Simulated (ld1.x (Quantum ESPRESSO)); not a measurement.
Before and after: RRKJ potential for zinc

```json
{
  "Element": "Zn",
  "Generator": "ld1.x (Quantum ESPRESSO) 7.5",
  "Type": "norm-conserving RRKJ (Kleinman–Bylander form)",
  "Functional": "PBE",
  "Relativity": "scalar-relativistic",
  "Frozen core": "[Ne]",
  "Valence charge": "20",
  "Reference configuration": "3s2 3p6 3d10 4s2 4p0",
  "Partial waves": "3p (bound): rc 1.00 bohr; 3d (bound): rc 1.50 bohr; 3s (bound): rc 0.80 bohr",
  "Local potential": "the s channel",
  "Core correction": "none"
}
```

Occupied shells without a wave of their own: 4s. They enter only through the test configuration that unscreens the potential.

Change: wave 3s (bound): rc 0.80 bohr becomes 3s (bound): rc 1.14 bohr.

Cutoffs: the cutoffs (Ry, on a coarse ladder) from which the occupation-weighted sum of valence levels, in a spherical-Bessel basis at the reference potential, stays within 10 and 1 mRy of its value at 400 Ry; they do not see the model core or the augmentation charge, which bear on the density cutoff. Errors are all-electron minus pseudo energies relative to the spin-unpolarised reference configuration.

**Question.** Predict the effect on cutoff, ghosts and configuration errors.

**Answer.** The miss of the reference levels goes from 0.15 to 1.16 eV; of the 7 tests that both files solve, the error grows in 6 and shrinks in 0 by more than 15 % and 0.3 meV (median size 373.5 → 1528.9 meV); the range in which the s phases agree narrows (upper end 0.0 → -2.0); the range in which the p phases agree narrows (upper end at the end of the scan → 0.2); neither file shows a bound ghost at the reference potential, the only one tested. More of the atom is replaced by a form fitted at one configuration, so other configurations suffer.

```tsv
quantity	base	changed
cutoff, loose	230 Ry	110 Ry
cutoff, tight	over 300 Ry	180 Ry
loose cutoff by channel (10 mRy a level)	p 80 Ry, d 80 Ry, s 200 Ry	p 80 Ry, d 80 Ry, s 70 Ry
bound ghosts	none	none
largest miss of a reference level, eV	0.15	1.16
error for 3s2 3p6 3d10 4s1 4p0, meV [ΔE 9.89 eV]	-193	-1529
error for 3s2 3p6 3d10 4s0 4p0, meV [ΔE 28.33 eV]	-486	-3861
error for 3s2 3p6 3d9 4s0 4p0, meV [ΔE 68.86 eV]	-785	-5698
error for 3s1 3p6 3d10 4s2 4p0, meV [ΔE 138.05 eV]	-622	-686
error for 3s2 3p6 3d9 4s2 4p1, meV [ΔE 12.24 eV]	+112	+375
error for 3s2 3p6 3d10 4s0 4p1, meV [ΔE 16.21 eV]	-374	-2958
error for 3s2 3p6 3d10 4s1.5 4p0, meV [ΔE 3.94 eV]	-85	-670
s: phases at 1.66 bohr within 0.05 rad from the reference energy up to (Ry; the scan ends near 5)	0.0	-2.0
p: phases at 1.66 bohr within 0.05 rad from the reference energy up to (Ry; the scan ends near 5)	to the end of the scan	0.2
d: phases at 1.66 bohr within 0.05 rad from the reference energy up to (Ry; the scan ends near 5)	2.3	2.6
```

Base: The 4s level has no wave, so the channel is fitted at the deeper level alone: the likely source of the large errors. Changed file: These tests converged, but a pseudo level misses the all-electron one widely, so the file describes the atom poorly there or has found another state: 3s2 3p6 3d10 4s0 4p0: empty 4s by 2.8 eV; 3s2 3p6 3d9 4s0 4p0: empty 4s by 3.9 eV (a node warning on the way); 3s1 3p6 3d10 4s2 4p0: 4s by 2.1 eV; 3s2 3p6 3d10 4s0 4p1: empty 4s by 2.2 eV. The 4s level has no wave, so the channel is fitted at the deeper level alone: the likely source of the large errors.
